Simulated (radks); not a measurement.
The numbers below are computed, except where a source is named.
All-electron atom: Ge+ in [Ar] 3d10 4s2 4p1. Level of theory: non-relativistic Kohn-Sham, LDA (Slater exchange, VWN5 correlation), spin-unpolarised, spherical densities, point nucleus; hard spherical wall at 12 bohr (a radial shooting solver on a logarithmic mesh with Libxc functionals).

Radial electron density D(r) = 4 pi r^2 rho(r):

```
   r/bohr * D(r) (the largest magnitude, 45.4, reaches the edge; | marks zero)
 0.004878 |     *
 0.006454 |        *
 0.008608 |              *
  0.01139 |                    *
  0.01519 |                             *
   0.0201 |                                     *
  0.02681 |                                            *
  0.03547 |                                              *
  0.04731 |                                           *
  0.06259 |                                      *
  0.08348 |                                       *
   0.1105 |                                               *
   0.1473 |                                                      *
   0.1949 |                                                *
     0.26 |                                *
    0.344 |                           *
   0.4588 |                                 *
   0.6071 |                                *
   0.8097 |                    *
    1.071 |        *
    1.429 |   *
    1.891 |  *
    2.522 |*
    3.336 |*
     4.45 *
    5.888 *
    7.853 *
```

D(r) has 3 maxima, at r = 0.0341, 0.151, 0.517 bohr, and minima at 0.0706, 0.331 bohr, inside which lie 2.08, 11.03 electrons.
